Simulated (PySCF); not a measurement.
Pyranone, C5H4O2.
SMILES with atom numbers: `[O:1]=[c:2]1[cH:3][cH:4][o:5][cH:6][cH:7]1` (hydrogens: H8 on C3; H9 on C4; H10 on C6; H11 on C7)

Method used: BHandHLYP/6-31+G* geometry optimisation, gas phase in PySCF 2.14.0.

(1) What internal coordinates does the optimisation give?

Answers

(1) 
| bond | length (Å) |
| --- | --- |
| O1=C2 | 1.216 |
| C2–C3, C2–C7 | 1.462 |
| C3–C4, C6–C7 | 1.336 |
| C4–O5, O5–C6 | 1.345 |
| C3–H8, C7–H11 | 1.076 |
| C4–H9, C6–H10 | 1.075 |

Bonds in one row agree within 0.01 Å and their mean is given. A selection of angles:
| angle | degrees |
| --- | --- |
| O1–C2–C3 | 123.5 |
| C3–C2–C7 | 113.1 |
| C2–C3–C4 | 120.7 |
| C2–C3–H8 | 119.0 |
| C4–C3–H8 | 120.3 |
| C3–C4–O5 | 123.6 |
| C3–C4–H9 | 125.1 |
| O5–C4–H9 | 111.3 |
| C4–O5–C6 | 118.3 |

The 4 C–C bonds span 1.336 Å (C6–C7, drawn aromatic) to 1.462 Å (C2–C3, drawn aromatic), a spread of 0.126 Å. The 3 C–O bonds span 1.216 Å (O1=C2, drawn double) to 1.345 Å (C4–O5, drawn aromatic), a spread of 0.129 Å. The 7 heavy atoms lie in one plane (0.001 Å rms). The 6-membered ring C2–C3–C4–O5–C6–C7 has internal angles of 113.1° to 123.6° (sum 720°, against 720° for a flat polygon); it is planar, 0.00 Å rms from its mean plane, widest ring torsion 0°. O5 (ring oxygen) is bent (angle 118.3°).

Point group: C2v (every atom within 0.08 Å of its image). BHandHLYP/6-31+G* frequencies: not computed here.

Hardware: one thread, Arm Neoverse V2 (aarch64), on a shared host. Cost: 29 s, 0.58 GiB resident at most. That covers the optimisation of the geometry.
